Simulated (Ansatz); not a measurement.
Ansatz (an electronic-structure program) job for F4Ti, SMILES [F][Ti]([F])([F])[F] (connectivity only; charge and spin as stated), charge +1, multiplicity 2, PBE-D3(BJ)/def2-SVP. 

Ansatz 0.2 input:
```yaml
crystal:
  periodic: [false, false, false]
  atoms:
    - {symbol: Ti, position_ang: [-0.00000000, -0.00000000, 0.19143398]}
    - {symbol: F, position_ang: [-1.01774805, -0.00000000, -1.35376513]}
    - {symbol: F, position_ang: [-0.00000001, 1.40697970, 1.11979027]}
    - {symbol: F, position_ang: [0.00000000, -1.40697971, 1.11979025]}
    - {symbol: F, position_ang: [1.01774805, 0.00000001, -1.35376512]}
basis:
  gaussian:
    orbitals: def2-SVP
hamiltonian:
  xc: pbe
  dispersion: d3bj
total_charge: 1
magnetization: {spin_polarized: true, initial_magnetization: 1}
relax: {f_tol: 0.002, max_steps: 200}
```

Program output:

```
WARN ansatz: RAYON_NUM_THREADS=1 ignored (pool sized by the plan → 1); use --threads N
Functional definition: PBE
integrals: 0.04 GiB planned
972 factors; their error is unknown
mean field: 0.28 GiB planned
mean field evaluation 1: about -33934.6971 eV, gradient 6.9e1 eV
mean field evaluation 2: about -33267.1523 eV, gradient 3.5e2 eV
mean field evaluation 4: about -33925.1559 eV, gradient 7.3e1 eV
mean field evaluation 8: about -33949.9455 eV, gradient 3.0e-2 eV
mean field evaluation 16: about -33947.1688 eV, gradient 5.6e0 eV
mean field evaluation 32: about -33947.7679 eV, gradient 4.1e-4 eV
mean field evaluation 64: about -33947.7944 eV, gradient 5.2e-1 eV
mean field -33949.94554500 eV, -1247.6374866793 hartree, gradient 8.5e-5 eV, S^2 0.756173; 9 other end points of the search recorded, 0 dependent functions left out
the calculation of the forces begins
reference -33949.94566532 eV, -1247.6374911009 hartree; 29, 28 occupied and 58, 59 virtual orbitals, 972 factors
relax step   1: F+E_penalty+E_count = -33950.01128021 eV  Δ(F+E_penalty+E_count) = +0.000e0 eV  max|allowed force component| = 3.102e-1 eV/Å  Δτ_max = 0.0000 Å  (313 SCF iters, accepted)
these checks for a lower state are left out or cut short: starts, cluster_reference, orbital_swaps, neighbouring_geometries, increment
integrals: 0.04 GiB planned
972 factors; their error is unknown
mean field: 0.28 GiB planned
mean field -33949.95403267 eV, -1247.6377985954 hartree, gradient 8.4e-5 eV, S^2 0.756355; 0 other end points of the search recorded, 0 dependent functions left out
the calculation of the forces begins
reference -33949.95415263 eV, -1247.6378030039 hartree; 29, 28 occupied and 58, 59 virtual orbitals, 972 factors
relax step   2: F+E_penalty+E_count = -33950.01966225 eV  Δ(F+E_penalty+E_count) = -8.382e-3 eV  max|allowed force component| = 1.457e-1 eV/Å  Δτ_max = 0.0127 Å  (31 SCF iters, accepted)
these checks for a lower state are left out or cut short: starts, cluster_reference, orbital_swaps, neighbouring_geometries, increment
integrals: 0.04 GiB planned
972 factors; their error is unknown
mean field: 0.28 GiB planned
mean field -33949.95656833 eV, -1247.6378917792 hartree, gradient 8.0e-5 eV, S^2 0.756523; 0 other end points of the search recorded, 0 dependent functions left out
the calculation of the forces begins
reference -33949.95668808 eV, -1247.6378961799 hartree; 29, 28 occupied and 58, 59 virtual orbitals, 972 factors
relax step   3: F+E_penalty+E_count = -33950.02213993 eV  Δ(F+E_penalty+E_count) = -2.478e-3 eV  max|allowed force component| = 2.466e-2 eV/Å  Δτ_max = 0.0145 Å  (31 SCF iters, accepted)
these checks for a lower state are left out or cut short: starts, cluster_reference, orbital_swaps, neighbouring_geometries, increment
integrals: 0.04 GiB planned
972 factors; their error is unknown
mean field: 0.28 GiB planned
mean field evaluation 96: about -33949.9566 eV, gradient 1.9e-4 eV
mean field -33949.95662224 eV, -1247.6378937602 hartree, gradient 8.2e-6 eV, S^2 0.756540; 0 other end points of the search recorded, 0 dependent functions left out
the calculation of the forces begins
reference -33949.95674200 eV, -1247.6378981612 hartree; 29, 28 occupied and 58, 59 virtual orbitals, 972 factors
relax step   4: F+E_penalty+E_count = -33950.02219891 eV  Δ(F+E_penalty+E_count) = -5.897e-5 eV  max|allowed force component| = 1.143e-2 eV/Å  Δτ_max = 0.0027 Å  (29 SCF iters, accepted)
these checks for a lower state are left out or cut short: starts, cluster_reference, orbital_swaps, neighbouring_geometries, increment
integrals: 0.04 GiB planned
972 factors; their error is unknown
mean field: 0.28 GiB planned
mean field -33949.95662248 eV, -1247.6378937689 hartree, gradient 3.7e-5 eV, S^2 0.756539; 0 other end points of the search recorded, 0 dependent functions left out
the calculation of the forces begins
reference -33949.95674224 eV, -1247.6378981701 hartree; 29, 28 occupied and 58, 59 virtual orbitals, 972 factors
relax step   5: F+E_penalty+E_count = -33950.02220242 eV  Δ(F+E_penalty+E_count) = -3.512e-6 eV  max|allowed force component| = 9.936e-4 eV/Å  Δτ_max = 0.0006 Å  (24 SCF iters, accepted)
integrals: 0.04 GiB planned
972 factors; their error is unknown
mean field: 0.28 GiB planned
mean field evaluation 128: about -33949.7330 eV, gradient 6.9e0 eV
mean field evaluation 160: about -33948.1557 eV, gradient 1.4e0 eV
mean field -33949.95662248 eV, -1247.6378937689 hartree, gradient 3.7e-5 eV, S^2 0.756539; 11 other end points of the search recorded, 0 dependent functions left out
the calculation of the forces begins
reference -33949.95674224 eV, -1247.6378981701 hartree; 29, 28 occupied and 58, 59 virtual orbitals, 972 factors
Total energy: -33950.02232218 eV, -1247.6403081885 hartree
Atom 0 at     0.000000    -0.000000     0.183049 Å, force    -0.000000    -0.000000     0.000994 eV/Å
Atom 1 at    -1.047837     0.000000    -1.351385 Å, force    -0.000078     0.000000    -0.000011 eV/Å
Atom 2 at    -0.000000     1.411300     1.121602 Å, force    -0.000000    -0.000372    -0.000486 eV/Å
Atom 3 at    -0.000000    -1.411300     1.121602 Å, force    -0.000000     0.000372    -0.000486 eV/Å
Atom 4 at     1.047837     0.000000    -1.351385 Å, force     0.000078     0.000000    -0.000011 eV/Å
Dipole moment:     0.000000    -0.000000     0.053241 e Å
```

The calculation finished and met its thresholds.
